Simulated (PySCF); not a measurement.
# A small calculation by hand: chemical shift, span and skew from a shielding tensor

CH₄F₂GeO, SMILES [F][GeH]([F])[O]C. Atoms are numbered in the order given.

```xyz
9

Ge     0.4517     0.3196     0.0000
F      0.8456    -0.6793    -1.3615
F      0.8456    -0.6793     1.3615
O     -1.2684     0.6314     0.0000
C     -2.2192    -0.4273     0.0000
H      1.2493     1.6129     0.0000
H     -2.1193    -1.0628     0.8967
H     -3.2218     0.0253     0.0000
H     -2.1193    -1.0628    -0.8967
```
Charge 0, spin multiplicity 1.

Geometry optimised at B3LYP-D3(BJ)/def2-SVP. This is a generated structure with no PubChem entry under its InChIKey; it may be hypothetical. The values are those of a single conformer.

GIAO shieldings from B3LYP/pcSseg-1 run with PySCF, non-relativistic, no solvent. The symmetric part of the tensor of C5 has the principal values 94.8, 95.9, 178.6 ppm. The same nucleus in TMS has σ = 181.3 ppm at this level (PySCF, at its B3LYP-D3(BJ)/def2-TZVP geometry).

**Question.** Work out the isotropic shielding, the ¹³C shift against TMS, the span and the skew.

**Answer.** 
σ(iso) = (σ11 + σ22 + σ33)/3 = 123.1 ppm. δ = σ(ref) − σ(iso) = 181.3 − (123.1) = 58.2 ppm.
Span Ω = σ33 − σ11 = 83.8 ppm. Skew κ = 3(σ(iso) − σ22)/Ω = 0.97, an axial tensor. Tumbling in solution averages the tensor to δ; in a static solid the shielding alone would spread this spin-1/2 line over Ω.
